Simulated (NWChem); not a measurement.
System: BiH3; SMILES [BiH3]

Here is an NWChem input.

```
start job
memory heap 200 mb stack 900 mb global 1100 mb
geometry units angstroms noautosym nocenter noautoz
  Bi     0.000000     0.000000     0.026414
  H     -1.340897    -0.597336    -1.006514
  H      1.187756    -0.862583    -1.006514
  H      0.153140     1.459919    -1.006514
end
basis spherical
  * library def2-svp
end
ecp
  Bi library def2-ecp
end
dft
  xc xpbe96 cpbe96
  iterations 150
  vectors input atomic output neutral.movecs
end
task dft energy
charge 1
dft
  odft
  mult 2
  vectors input atomic output cation.movecs
end
task dft energy
```

Coordinates come from a PBE0/def2-SVP optimisation. Not confirmed as a minimum by frequencies. def2 effective core potentials on Bi; no spin-orbit coupling.

Ions are spin-unrestricted doublets at the neutral geometry; other ion states weren't tried.

**Question.** Predict the main results of this run. (PBE/def2-SVP with def2 effective core potentials on Bi, vertical spin-unrestricted ions.) Quantities: vertical ionisation energy, ΔSCF (eV); −ε(HOMO) (eV).

**Answer.** 
| Item | Result |
|---|---|
| vertical ionisation energy, ΔSCF (eV) | 9.94 |
| −ε(HOMO) (eV) | 6.61 |
